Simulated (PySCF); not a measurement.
**Ni(2+) (nickel, charge +2) across methods**

[Ar] 3d7 4p1, one real determinant (an excited configuration). Calculation: PySCF 2.14, in ANO-RCC-VTZP; the spin-free X2C one-electron Hamiltonian (Gaussian nucleus).

| method | E (hartree) | mean ε 3d α (eV) | mean ε 3d β (eV) | mean ε 4p α (eV) | Σ⟨r²⟩ (bohr²) | ⟨S²⟩ |
| --- | --- | --- | --- | --- | --- | --- |
| UHF | -1517.80151 | -49.688 | -45.598 | -20.680 | 22.29 | 6.003 |
| wB97M-V | -1518.983 | -43.358 | -40.484 | -20.911 | 21.92 | 6.001 |
| r2SCAN | -1519.076 | -38.411 | -35.443 | -18.527 | 21.78 | 6.001 |
| HSE06 | -1518.887 | -40.511 | -37.411 | -18.714 | 21.85 | 6.001 |
| PBE0 | -1518.873 | -40.966 | -37.839 | -19.082 | 21.86 | 6.001 |
| LDA | -1516.270 | -38.063 | -34.907 | -18.492 | 21.76 | 6.001 |
| PBE | -1518.843 | -37.789 | -34.940 | -18.390 | 21.84 | 6.001 |
| CAM-B3LYP | -1519.193 | -42.336 | -39.407 | -20.258 | 21.83 | 6.001 |

⟨L²⟩ = 13.96 against 20 for a pure G term, so this real determinant mixes terms.
